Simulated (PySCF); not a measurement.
**How the method moves the HOMO and LUMO of `BC(=C)CC`**

Compound: C4H9B.
Numbering: `[BH2:1][C:2](=[CH2:3])[CH2:4][CH3:5]` (hydrogens: H6, H7 on B1; H8, H9 on C3; H10, H11 on C4; H12, H13, H14 on C5)

Structure used (PBE0-D3(BJ)/def2-SVP), in Å, numbered top down from 1:
```xyz
14
C4H9B angstrom
B      1.3675    0.0534   -0.5638
C      0.5022   -0.7581    0.4299
C      1.1441   -1.4284    1.4104
C     -1.0010   -0.7959    0.3090
C     -1.6453    0.5383    0.6732
H      0.8708    0.6387   -1.5013
H      2.5676    0.0951   -0.4154
H      2.2333   -1.3840    1.5061
H      0.6113   -2.0472    2.1445
H     -1.2714   -1.0507   -0.7301
H     -1.4160   -1.5961    0.9454
H     -2.7368    0.5071    0.5362
H     -1.4406    0.8016    1.7226
H     -1.2527    1.3531    0.0441
```

Basis pcSseg-1 throughout (PySCF), one geometry. Isolated species at its PBE0-D3(BJ)/def2-SVP geometry (one conformer only).

Question: How do the orbital energies, the gap and the dipole change with the method?

Answer: 
| method | kind | HOMO (eV) | LUMO (eV) | gap (eV) | μ (D) | SCF cycles |
| --- | --- | --- | --- | --- | --- | --- |
| BLYP | GGA | -6.73 | -2.76 | 3.97 | 1.26 | 14 |
| B97-D | GGA | -6.81 | -2.74 | 4.07 | 1.25 | 14 |
| OPBE | GGA | -6.87 | -2.78 | 4.09 | 1.27 | 14 |
| KT3 | GGA | -6.88 | -2.81 | 4.07 | 1.24 | 14 |
| KT2 | GGA | -6.91 | -2.91 | 4.00 | 1.27 | 14 |
| PBE | GGA | -6.92 | -2.94 | 3.98 | 1.28 | 14 |
| BP86 | GGA | -7.00 | -3.00 | 4.00 | 1.28 | 14 |
| LDA | LDA | -7.10 | -3.21 | 3.90 | 1.31 | 14 |
| B97-2 | global hybrid | -7.68 | -1.94 | 5.74 | 1.19 | 13 |
| B3LYP | global hybrid | -7.71 | -2.15 | 5.56 | 1.19 | 14 |
| PBE0 | global hybrid | -7.94 | -1.95 | 5.99 | 1.20 | 14 |
| mPW1PW91 | global hybrid | -7.95 | -1.94 | 6.01 | 1.19 | 14 |
| BHandHLYP | global hybrid | -8.79 | -0.85 | 7.94 | 1.11 | 11 |
| CAM-B3LYP | range-separated hybrid | -9.21 | -0.82 | 8.39 | 1.13 | 12 |
| wB97X-D | range-separated hybrid | -9.74 | -0.09 | 9.66 | 1.11 | 13 |
| HF | Hartree–Fock | -10.08 | 1.76 | 11.84 | 1.05 | 10 |
| LC-wPBE | range-separated hybrid | -10.58 | 0.32 | 10.90 | 1.07 | 12 |

The HOMO spans 3.85 eV, from BLYP down to LC-wPBE, and the gap runs from 3.90 eV (LDA) to 11.84 eV (HF). Over the methods BLYP (0 %), B97-D (0 %), OPBE (0 %), KT3 (0 %), KT2 (0 %), PBE (0 %), BP86 (0 %), LDA (0 %), B97-2 (21 %), B3LYP (20 %), PBE0 (25 %), mPW1PW91 (25 %), BHandHLYP (50 %), HF (100 %), a straight line through the gap against the share of exact exchange rises by 0.78 eV for each 10 % (correlation coefficient 1.000). The dipole ranges from 1.05 D (HF) to 1.31 D (LDA). This basis has no diffuse functions.
